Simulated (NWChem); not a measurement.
System: CH₃AlClFO; SMILES [Al]([O]C)([F])[Cl]

NWChem input:

```
start job
memory heap 200 mb stack 900 mb global 1100 mb
geometry units angstroms noautosym nocenter noautoz
  Al     0.268466    -0.115045     0.000000
  F      1.918248     0.019145     0.000000
  Cl    -0.572339    -2.012927     0.000000
  O     -0.724572     1.226773     0.000000
  C     -0.720237     2.617154     0.000000
  H     -1.247150     3.002452     0.889670
  H      0.299475     3.041965     0.000000
  H     -1.247150     3.002452    -0.889670
end
basis spherical
  * library 6-311g**
end
dft
  xc b3lyp
  iterations 150
end
tddft
  cis
  ecut -98.0
  nroots 6
  notriplet
end
task tddft energy
```

Excerpt of the output:

```
             Northwest Computational Chemistry Package (NWChem) 7.3.0
             --------------------------------------------------------

                             Geometry "geometry" -> ""
                             -------------------------

 Output coordinates in angstroms (scale by  1.889725989 to convert to a.u.)

  No.       Tag          Charge          X              Y              Z
 ---- ---------------- ---------- -------------- -------------- --------------
    1 Al                  13.0000     0.26846600    -0.11504500     0.00000000
    2 F                    9.0000     1.91824800     0.01914500     0.00000000
    3 Cl                  17.0000    -0.57233900    -2.01292700     0.00000000
    4 O                    8.0000    -0.72457200     1.22677300     0.00000000
    5 C                    6.0000    -0.72023700     2.61715400     0.00000000
    6 H                    1.0000    -1.24715000     3.00245200     0.88967000
    7 H                    1.0000     0.29947500     3.04196500     0.00000000
    8 H                    1.0000    -1.24715000     3.00245200    -0.88967000

 Effective nuclear repulsion energy (a.u.)     269.5327873640

                                 NWChem DFT Module
                                 -----------------

 Summary of "ao basis" -> "ao basis" (spherical)
 ------------------------------------------------------------------------------
       Tag                 Description            Shells   Functions and Types
 ---------------- ------------------------------  ------  ---------------------
 Al                         6-311g**                12       26   6s5p1d
 F                          6-311g**                 8       18   4s3p1d
 Cl                         6-311g**                12       26   6s5p1d
 O                          6-311g**                 8       18   4s3p1d
 C                          6-311g**                 8       18   4s3p1d
 H                          6-311g**                 4        6   3s1p

            General Information
            -------------------
          SCF calculation type: DFT
          Wavefunction type:  closed shell.
          No. of atoms     :     8
          No. of electrons :    56
           Alpha electrons :    28
            Beta electrons :    28
          Charge           :     0
          Spin multiplicity:     1
          Use of symmetry is: off; symmetry adaption is: off
          Maximum number of iterations: 150
          AO basis - number of functions:   124
                     number of shells:    60
          Convergence on energy requested:  1.00D-06
          Convergence on density requested:  1.00D-05
          Convergence on gradient requested:  5.00D-04

              XC Information
              --------------
                         B3LYP Method XC Potential
                     Hartree-Fock (Exact) Exchange  0.200
                        Slater Exchange Functional  0.800 local
                    Becke 1988 Exchange Functional  0.720 non-local
              Lee-Yang-Parr Correlation Functional  0.810
                  VWN I RPA Correlation Functional  0.190 local

             Grid Information
             ----------------
          Grid used for XC integration:  medium
          Radial quadrature: Mura-Knowles
          Angular quadrature: Lebedev.
          Tag              B.-S. Rad. Rad. Pts. Rad. Cut. Ang. Pts.
          ---              ---------- --------- --------- ---------
          Al                  1.25       88          11.0       590
          F                   0.50       49          11.0       434
          Cl                  1.00       88          13.0       590
          O                   0.60       49          10.0       434
          C                   0.70       49          12.0       434
          H                   0.35       45          13.0       434
          Grid pruning is: on
          Number of quadrature shells:   458
          Spatial weights used:  Erf1

      Superposition of Atomic Density Guess
      -------------------------------------

 Sum of atomic energies:        -914.70062542

      Non-variational initial energy
      ------------------------------

 Total energy =    -915.997077
 1-e energy   =   -1802.183684
 2-e energy   =     616.653819
 HOMO         =      -0.393349
 LUMO         =      -0.051785

[...]

                                NWChem TDDFT Module
                                -------------------

            General Information
            -------------------
           No. of orbitals :     248
            Alpha orbitals :     124
             Beta orbitals :     124
        Alpha frozen cores :       0
         Beta frozen cores :       0
     Alpha frozen virtuals :       0
      Beta frozen virtuals :       0
         Spin multiplicity :       1
    Number of AO functions :     124
        Use of symmetry is : off
      Symmetry adaption is : off
         Schwarz screening :  0.10D-07

              XC Information
              --------------
                  B3LYP Method XC Potential
              Hartree-Fock (Exact) Exchange   0.20
                 Slater Exchange Functional   0.80 local
             Becke 1988 Exchange Functional   0.72 non-local
       Lee-Yang-Parr Correlation Functional   0.81
           VWN I RPA Correlation Functional   0.19 local

             TDDFT Information
             -----------------
          Calculation type : Tamm-Dancoff TDDFT
         Wavefunction type : Restricted singlets
          No. of electrons :      56
           Alpha electrons :      28
            Beta electrons :      28
              No. of roots :       6
          Max subspacesize :    5200
            Max iterations :     100
               Target root :       1
           Target symmetry : none
             Energy Cutoff :-0.98D+02
      Symmetry restriction : off
                 Algorithm : Optimal
        Davidson threshold :  0.10D-03

    6 smallest eigenvalue differences (eV)
--------------------------------------------------------
  No. Spin  Occ  Vir  Irrep   E(Occ)    E(Vir)   E(Diff)
--------------------------------------------------------
    1    1    1   29 a      -101.551    -0.046  2762.094
    2    1    1   30 a      -101.551    -0.015  2762.929
    3    1    1   31 a      -101.551     0.032  2764.214
    4    1    1   32 a      -101.551     0.050  2764.695
    5    1    1   33 a      -101.551     0.075  2765.379
    6    1    1   34 a      -101.551     0.093  2765.859
--------------------------------------------------------

  Entering Davidson iterations
  Restricted singlet excited states

  Iter   NTrls   NConv    DeltaV     DeltaE      Time
  ----  ------  ------  ---------  ---------  ---------
    1      6       0     0.72E-01   0.10+100       19.3
    2     12       0     0.95E-02   0.23E-02       19.5
    3     18       0     0.28E-02   0.26E-04       19.4
    4     24       5     0.13E-03   0.46E-06       19.5
    5     25       6     0.34E-04   0.15E-08       16.2
  ----  ------  ------  ---------  ---------  ---------
  Convergence criterion met

  Ground state a        -917.905111839208 a.u.

  ----------------------------------------------------------------------------
  Root   1 singlet a            101.450874954 a.u.             2760.6199 eV
  ----------------------------------------------------------------------------
     Transition Moments    X  0.00211   Y  0.00446   Z  0.00000
     Dipole Oscillator Strength                    0.0016465964
     Electric Quadrupole                           0.0028253684
     Magnetic Dipole                               0.0000934478
     Total Oscillator Strength                     0.0045654126

     Occ.    1  a   ---  Virt.   29  a       -0.99077
     Occ.    1  a   ---  Virt.   31  a       -0.09540
     Occ.    1  a   ---  Virt.   37  a        0.05027
     Occ.    1  a   ---  Virt.   38  a       -0.06131
  ----------------------------------------------------------------------------
  Root   2 singlet a            101.488963190 a.u.             2761.6564 eV
  ----------------------------------------------------------------------------
     Transition Moments    X  0.00000   Y  0.00000   Z -0.00415
     Dipole Oscillator Strength                    0.0011678767
     Electric Quadrupole                           0.0014476380
     Magnetic Dipole                               0.0023470454
     Total Oscillator Strength                     0.0049625601

     Occ.    1  a   ---  Virt.   30  a        0.99522
     Occ.    1  a   ---  Virt.   34  a        0.07669
  ----------------------------------------------------------------------------
  Root   3 singlet a            101.553106733 a.u.             2763.4018 eV
  ----------------------------------------------------------------------------
     Transition Moments    X -0.00020   Y  0.00038   Z  0.00000
     Dipole Oscillator Strength                    0.0000123546
     Electric Quadrupole                           0.0000187886
     Magnetic Dipole                               0.0000148045
     Total Oscillator Strength                     0.0000459477

     Occ.    1  a   ---  Virt.   29  a        0.09945
     Occ.    1  a   ---  Virt.   31  a       -0.96607
     Occ.    1  a   ---  Virt.   32  a        0.16593
     Occ.    1  a   ---  Virt.   33  a        0.15463
  ----------------------------------------------------------------------------
  Root   4 singlet a            101.563661620 a.u.             2763.6890 eV
  ----------------------------------------------------------------------------
     Transition Moments    X -0.00350   Y  0.00171   Z  0.00000
     Dipole Oscillator Strength                    0.0010287774
     Electric Quadrupole                           0.0013008168
     Magnetic Dipole                               0.0019977278
     Total Oscillator Strength                     0.0043273221

[...]
```

Level: B3LYP/6-311G** (spherical d), restricted-window TDA. The geometry was optimised at PBE0/def2-SVP. The quadrupole and magnetic terms of the printed total strengths depend on the origin.
